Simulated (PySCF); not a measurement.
selenium atom (Se), triplet. Base run: PBE/def2-SVP in PySCF.

Geometry (Å):
```xyz
1

Se     0.0000     0.0000     0.0000
```
Charge 0, spin multiplicity 3.
Orbitals are unrestricted.
All else is at PySCF's defaults.

Each row names what was changed in the base input (with any setting that the change needs).

| change | basis functions | E (Eh) | HOMO (eV) |
|---|---|---|---|
| base | 32 | -2400.83018 | -5.40 |
| basis = ANO-RCC-VDZP; relativity = spin-free X2C | 27 | -2429.50192 | -5.61 |
| basis = ANO-RCC-VDZP; relativity = spin-free X2C; nucleus = Gaussian (with mol.nucmod = 'G') | 27 | -2429.48320 | -5.61 |
| basis = jorge-DZP-DKH; relativity = spin-free X2C; nucleus = Gaussian (with mol.nucmod = 'G') | 43 | -2429.34428 | -5.23 |
| basis = jorge-DZP-DKH; relativity = spin-free X2C | 43 | -2429.36068 | -5.23 |
| basis = cc-pVDZ-DK; relativity = spin-free X2C; nucleus = Gaussian (with mol.nucmod = 'G') | 27 | -2429.37552 | -5.39 |
| basis = cc-pVDZ-DK; relativity = none | 27 | -2384.44812 | -5.49 |
| basis = ANO-RCC-VDZP; relativity = none | 27 | -2382.58903 | -5.77 |
| basis = cc-pVDZ-DK; relativity = spin-free X2C | 27 | -2429.39158 | -5.39 |
| basis = jorge-DZP-DKH; relativity = none | 43 | -2394.58617 | -5.34 |

Total energies compare only within one method and basis.

Open shells are given as the SCF converged; they aren't shown to be the lowest states, and a large step between rows can be another state.

Basis sets contracted for a relativistic Hamiltonian are a mismatch without it, so the rows without relativity aren't non-relativistic limits. No row has spin-orbit coupling; sets with core potentials leave out the core electrons.
